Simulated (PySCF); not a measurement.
AsH3, SMILES [AsH3]. The structure is a stationary point at PBE-D3(BJ)/def2-TZVPD.

TDA-PBE/def2-TZVPD (PySCF) puts the lowest singlet excitations at 6.45, 7.01, 7.01, 8.50, 8.57, 8.57 eV.

Q: What are the lowest excitation roots from ADC(2)/aug-cc-pVDZ (PySCF 2.14.0)? (An estimate is asked for; the answer gives what the named calculation found.)

A: 6.72, 7.25, 7.25, 8.29, 8.29, 8.61 eV. S1 differs by 0.26 eV (second minus first; roots are paired by order, and the bases may differ).
